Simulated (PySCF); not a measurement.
PySCF 2.14 output of an unrestricted wB97X calculation on a single atom or ion in aug-cc-pVTZ-PP with ECP28MDF (6s6p5d3f2g, 88 functions), with scalar relativity through the core potential:

```
SCF conv_tol = 1e-09
number electrons alpha = 9  beta = 4
    J.-D. Chai and M. Head-Gordon.,  J. Chem. Phys. 128, 084106 (2008)
cycle= 1 E= -56.4889695650141  delta_E= -0.003  |g|= 0.0163  |ddm|= 0.304
cycle= 2 E= -56.4892029124707  delta_E= -0.000233  |g|= 0.00726  |ddm|= 0.0677
cycle= 3 E= -56.4892510776967  delta_E= -4.82e-05  |g|= 0.00243  |ddm|= 0.0326
cycle= 4 E= -56.4892725616602  delta_E= -2.15e-05  |g|= 0.000901  |ddm|= 0.0242
cycle= 5 E= -56.4892780950658  delta_E= -5.53e-06  |g|= 0.000227  |ddm|= 0.0167
cycle= 6 E= -56.4892785068708  delta_E= -4.12e-07  |g|= 3.33e-05  |ddm|= 0.00551
cycle= 7 E= -56.489278513469  delta_E= -6.6e-09  |g|= 6.07e-06  |ddm|= 0.000755
cycle= 8 E= -56.4892785137003  delta_E= -2.31e-10  |g|= 1.03e-06  |ddm|= 0.000174
converged SCF energy = -56.4892785137003  <S^2> = 8.7509453  2S+1 = 6.0003151
```

The run itself started from symmetry-adapted Hartree-Fock orbitals and held the occupation by maximum overlap, on a logarithmic radial grid, so the iterations belong to that start.

Question: Which element, charge and spin multiplicity is this?

Answer: Nb (niobium, neutral), multiplicity 6; the state was [Kr] 4d4 5p1, one real determinant (an excited configuration).

⟨L²⟩ = 8.01 against 12 for a pure F term, so this real determinant mixes terms. Energies and moments cover only the electrons outside the core potential.
